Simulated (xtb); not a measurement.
I3In, triplet, from a rough starting geometry (GFN-xTB shapes and energies of metal compounds can be far from the true ones) (a higher spin typed on purpose: for a closed-shell molecule this is an excited state); GFN2-xTB in xtb.

Here is a job for xtb.
```
$ xtb mol.xyz --gfn 2 --uhf 2 --opt vtight --json

# file mol.xyz
4

In     0.00453583    -0.01953342     0.04913949
I      2.55464289    -0.46695417    -0.77174388
I     -0.89565290    -1.25643037     2.18669613
I     -1.63947798     1.63790103    -1.40419188
```

Q: Predict the main parts of the log of this xtb run.

A: 
```
   ID    Z sym.   atoms
    1   49 In     1
    2   53 I      2-4

           -------------------------------------------------
          |                Calculation Setup                |
           -------------------------------------------------

           -------------------------------------------------
          |                 G F N 2 - x T B                 |
           -------------------------------------------------

          ...................................................
          :                      SETUP                      :
          :.................................................:
          :  # basis functions                  40          :
          :  # atomic orbitals                  36          :
          :  # shells                           12          :
          :  # electrons                        24          :
          :  max. iterations                   250          :
          :  Hamiltonian                  GFN2-xTB          :
          :  restarted?                      false          :
          :  GBSA solvation                  false          :
          :  PC potential                    false          :
          :  electronic temp.          300.0000000     K    :
          :  accuracy                    1.0000000          :
          :  -> integral cutoff          0.2500000E+02      :
          :  -> integral neglect         0.1000000E-07      :
          :  -> SCF convergence          0.1000000E-05 Eh   :
          :  -> wf. convergence          0.1000000E-03 e    :
          :  Broyden damping             0.4000000          :
          :  net charge                          0          :
          :  unpaired electrons                  2          :
          ...................................................

 iter      E             dE          RMSdq      gap      omega  full diag
   1    -12.6649682 -0.126650E+02  0.232E+01    3.63       0.0  T
   2    -12.7013697 -0.364016E-01  0.602E+00    4.25       1.0  T
   3    -12.6755813  0.257885E-01  0.123E+01    4.04       1.0  T
   4    -12.6948627 -0.192814E-01  0.856E+00    4.10       1.0  T
   5    -12.6365380  0.583247E-01  0.849E+00    4.12       1.0  T
   6    -12.7374342 -0.100896E+00  0.568E+00    4.14       1.0  T
   7    -12.7350995  0.233465E-02  0.524E+00    4.15       1.0  T
   8    -12.7570217 -0.219222E-01  0.304E+00    4.16       1.0  T
   9    -12.7436184  0.134033E-01  0.402E+00    4.17       1.0  T
  10    -12.7581490 -0.145306E-01  0.172E+00    4.18       1.0  T
  11    -12.7562496  0.189932E-02  0.178E+00    4.19       1.0  T
  12    -12.7512887  0.496094E-02  0.237E+00    4.19       1.0  T
  13    -12.7528994 -0.161066E-02  0.230E+00    4.20       1.0  T
  14    -12.7532505 -0.351161E-03  0.209E+00    4.21       1.0  T
  15    -12.7583583 -0.510776E-02  0.108E+00    4.21       1.0  T
  16    -12.7580883  0.269987E-03  0.116E+00    4.21       1.0  T
  17    -12.7597659 -0.167760E-02  0.373E-01    4.21       1.0  T
  18    -12.7597093  0.565888E-04  0.422E-01    4.21       1.0  T
  19    -12.7599606 -0.251255E-03  0.133E-01    4.21       1.0  T
  20    -12.7599579  0.264970E-05  0.124E-01    4.21       1.0  T
  21    -12.7599609 -0.295852E-05  0.976E-02    4.21       1.0  T
  22    -12.7599710 -0.101495E-04  0.629E-02    4.21       1.0  T
  23    -12.7599761 -0.507804E-05  0.242E-02    4.21       2.1  T
  24    -12.7599759  0.250696E-06  0.222E-02    4.21       2.3  T
  25    -12.7599753  0.577731E-06  0.277E-02    4.21       1.8  T
  26    -12.7599760 -0.705566E-06  0.191E-02    4.21       2.6  T
  27    -12.7599765 -0.496452E-06  0.482E-03    4.21      10.4  T
  28    -12.7599765 -0.197640E-07  0.114E-03    4.21      43.8  T
  29    -12.7599765 -0.166605E-10  0.498E-04    4.21     100.4  T
  30    -12.7599765 -0.371809E-10  0.219E-04    4.21     228.1  T

   *** convergence criteria satisfied after 30 iterations ***

 transition dipole moment (au) for excitation:          12          13
     X       Y       Z
   0.0051  -0.0031   0.0015  total (au/Debye):    0.006   0.016
 dE (eV)             :    2.955
 oscillator strength :  0.38632E-05

         :::::::::::::::::::::::::::::::::::::::::::::::::::::
         ::                     SUMMARY                     ::
         :::::::::::::::::::::::::::::::::::::::::::::::::::::
         :: total energy             -12.740082068748 Eh    ::
         :: gradient norm              0.088965847589 Eh/a0 ::
         :: HOMO-LUMO gap              4.205336986274 eV    ::
         ::.................................................::
         :: SCC energy               -12.759973083243 Eh    ::
         :: -> isotropic ES            0.003232918568 Eh    ::
         :: -> anisotropic ES          0.004764314009 Eh    ::
         :: -> anisotropic XC         -0.013451840976 Eh    ::
         :: -> dispersion             -0.005375338151 Eh    ::
         :: repulsion energy           0.019891014495 Eh    ::
         :: add. restraining           0.000000000000 Eh    ::
         :: total charge               0.000000000267 e     ::
         :::::::::::::::::::::::::::::::::::::::::::::::::::::

      -----------------------------------------------------------
     |                   =====================                   |
     |                        A N C O P T                        |
     |                   =====================                   |
     |               Approximate Normal Coordinate               |
     |                Rational Function Optimizer                |
      -----------------------------------------------------------
      -----------------------------------------------------------
     |                   =====================                   |
     |                        A N C O P T                        |
     |                   =====================                   |
     |               Approximate Normal Coordinate               |
[...]
 * total energy  :   -12.7720930 Eh     change       -0.4621935E-03 Eh
 * total energy  :   -12.7725130 Eh     change       -0.4199960E-03 Eh
 * total energy  :   -12.7739048 Eh     change       -0.1391852E-02 Eh
 * total energy  :   -12.7762897 Eh     change       -0.2384828E-02 Eh
 * total energy  :   -12.7757185 Eh     change        0.5712183E-03 Eh
 * total energy  :   -12.7765415 Eh     change       -0.8230874E-03 Eh
 * total energy  :   -12.7765658 Eh     change       -0.2430520E-04 Eh
 * total energy  :   -12.7767049 Eh     change       -0.1390778E-03 Eh
 * total energy  :   -12.7767505 Eh     change       -0.4560738E-04 Eh
 * total energy  :   -12.7767655 Eh     change       -0.1498267E-04 Eh
 * total energy  :   -12.7767663 Eh     change       -0.8046536E-06 Eh
 * total energy  :   -12.7767664 Eh     change       -0.1257595E-06 Eh
 * total energy  :   -12.7767665 Eh     change       -0.1186668E-07 Eh
   *** GEOMETRY OPTIMIZATION CONVERGED AFTER 18 ITERATIONS ***
[...]
   1    -12.7807231 -0.127807E+02  0.265E-04    7.12       0.0  T
   2    -12.7807231  0.963793E-08  0.255E-03    7.12      19.6  T
   3    -12.7807231 -0.969678E-08  0.150E-04    7.12     334.4  T
   4    -12.7807231 -0.125109E-10  0.900E-05    7.12     555.8  T

   *** convergence criteria satisfied after 4 iterations ***

 transition dipole moment (au) for excitation:          12          13
     X       Y       Z
  -0.0001   0.0000   0.0000  total (au/Debye):    0.000   0.000
 dE (eV)             :    1.079
 oscillator strength :  0.16616E-09

         :::::::::::::::::::::::::::::::::::::::::::::::::::::
         ::                     SUMMARY                     ::
         :::::::::::::::::::::::::::::::::::::::::::::::::::::
         :: total energy             -12.776766456158 Eh    ::
         :: gradient norm              0.000002038686 Eh/a0 ::
         :: HOMO-LUMO gap              7.121314134013 eV    ::
         ::.................................................::
         :: SCC energy               -12.780719786152 Eh    ::
         :: -> isotropic ES            0.004998954534 Eh    ::
         :: -> anisotropic ES          0.003025437865 Eh    ::
         :: -> anisotropic XC         -0.006326788824 Eh    ::
         :: -> dispersion             -0.005494750842 Eh    ::
         :: repulsion energy           0.003953329993 Eh    ::
         :: add. restraining           0.000000000000 Eh    ::
         :: total charge              -0.000000000004 e     ::
         :::::::::::::::::::::::::::::::::::::::::::::::::::::

           -------------------------------------------------
          |                Property Printout                |
           -------------------------------------------------

    * Orbital Energies and Occupations

         #    Occupation            Energy/Eh            Energy/eV
      -------------------------------------------------------------
         1        2.0000           -0.7661984             -20.8493
         2        2.0000           -0.7661973             -20.8493
         3        2.0000           -0.7646142             -20.8062
         4        2.0000           -0.5524642             -15.0333
         5        2.0000           -0.4597500             -12.5104
         6        2.0000           -0.4597484             -12.5104
         7        1.9999           -0.4504976             -12.2587
         8        1.9999           -0.4498206             -12.2402
         9        1.9999           -0.4498193             -12.2402
        10        1.7201           -0.4422033             -12.0330
        11        1.7200           -0.4422029             -12.0330
        12        1.5602           -0.4415354             -12.0148
        13        1.0000           -0.4019013             -10.9363 (HOMO)
        14                         -0.1401978              -3.8150 (LUMO)
        15                         -0.1401895              -3.8148
        16                         -0.1279765              -3.4824
        17                         -0.0289394              -0.7875
        18                         -0.0289377              -0.7874
        19                         -0.0199502              -0.5429
        20                         -0.0140806              -0.3832
        21                         -0.0140798              -0.3831
        22                         -0.0086788              -0.2362
        23                         -0.0076117              -0.2071
        24                         -0.0076115              -0.2071
       ...                                ...                  ...
        36                          1.2718697              34.6093
      -------------------------------------------------------------
                  HL-Gap            0.2617035 Eh            7.1213 eV
             Fermi-level           -0.3561775 Eh           -9.6921 eV

     #   Z          covCN         q      C6AA      α(0)
     1  49 In       2.450     0.225   280.701    32.243
     2  53 I        0.818    -0.075   377.128    33.525
     3  53 I        0.818    -0.075   377.128    33.525
     4  53 I        0.818    -0.075   377.128    33.525

 Mol. C6AA /au·bohr⁶  :       5618.776515
 Mol. C8AA /au·bohr⁸  :     579810.973455
 Mol. α(0) /au        :        132.817784

Wiberg/Mayer (AO) data.
largest (>0.10) Wiberg bond orders for each atom

 ---------------------------------------------------------------------------
     #   Z sym  total        # sym  WBO       # sym  WBO       # sym  WBO
 ---------------------------------------------------------------------------
     1  49 In   2.183 --     3 I    0.728     4 I    0.728     2 I    0.728
     2  53 I    0.999 --     1 In   0.728     4 I    0.136     3 I    0.136
     3  53 I    0.999 --     1 In   0.728     4 I    0.136     2 I    0.136
     4  53 I    0.999 --     1 In   0.728     2 I    0.136     3 I    0.136
 ---------------------------------------------------------------------------

Topologies differ in total number of bonds
Writing topology from bond orders to xtbtopo.mol

molecular dipole:
                 x           y           z       tot (Debye)
 q only:        0.158       0.409       0.279
   full:        0.465       1.205       0.822       3.892
molecular quadrupole (traceless):
                xx          xy          yy          xz          yz          zz
 q only:       -1.224       1.224       1.422       0.850       2.170      -0.198
  q+dip:       -4.236       4.229       4.936       2.929       7.495      -0.701
   full:       -4.530       4.521       5.286       3.128       8.011      -0.756

optimized geometry written to: xtbopt.xyz

           -------------------------------------------------
          | TOTAL ENERGY              -12.776766456158 Eh   |
          | GRADIENT NORM               0.000002038686 Eh/α |
          | HOMO-LUMO GAP               7.121314134013 eV   |
           -------------------------------------------------

normal termination of xtb
```
